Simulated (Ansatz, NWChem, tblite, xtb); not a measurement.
## C2H6GaN (SMILES CC#[N+][GaH3-]): the dipole moment, rung by rung

C2H6GaN has 10 atoms, charge 0, and is taken as a singlet. SMILES: `CC#[N+][GaH3-]`. Geometry: relaxed at PBE0-D4/def2-TZVP.

Each level gives the dipole moment (D). The values are calculated.

```json
{"level": "GFN2-xTB", "kind": "semi-empirical", "program": "tblite", "value (D)": "8.37", "less CCSD(T)/x2c-SVPall": "+0.90"}
{"level": "GFN1-xTB", "kind": "semi-empirical", "program": "tblite", "value (D)": "7.66", "less CCSD(T)/x2c-SVPall": "+0.19"}
{"level": "GFN0-xTB", "kind": "semi-empirical", "program": "xtb", "value (D)": "9.88", "less CCSD(T)/x2c-SVPall": "+2.41"}
{"level": "IPEA1-xTB", "kind": "semi-empirical", "program": "tblite", "value (D)": "9.19", "less CCSD(T)/x2c-SVPall": "+1.72"}
{"level": "HF/STO-3G", "kind": "Hartree–Fock", "program": "NWChem", "value (D)": "7.47", "less CCSD(T)/x2c-SVPall": "0.00"}
{"level": "HF/3-21G", "kind": "Hartree–Fock", "program": "NWChem", "value (D)": "8.08", "less CCSD(T)/x2c-SVPall": "+0.61"}
{"level": "B3LYP/6-31G* (spherical functions)", "kind": "global hybrid", "program": "NWChem", "value (D)": "7.50", "less CCSD(T)/x2c-SVPall": "+0.03"}
{"level": "B3LYP/6-31G* (Cartesian functions)", "kind": "global hybrid", "program": "NWChem", "value (D)": "7.50", "less CCSD(T)/x2c-SVPall": "+0.03"}
{"level": "CCSD(T)/x2c-SVPall (sfX2C)", "kind": "coupled cluster or CI", "program": "Ansatz", "value (D)": "7.47", "less CCSD(T)/x2c-SVPall": "0.00"}
```

Differences are taken from CCSD(T)/x2c-SVPall (sfX2C) for orientation; it has basis-set and higher-order errors of its own. All-electron rows without a relativistic Hamiltonian named are non-relativistic. The values span 7.47 to 9.88 D. In the correlated wave-function rows the outer d shell of Ga is correlated, in sets not made for it. Magnitudes only. Sets without polarisation functions give poor dipoles.
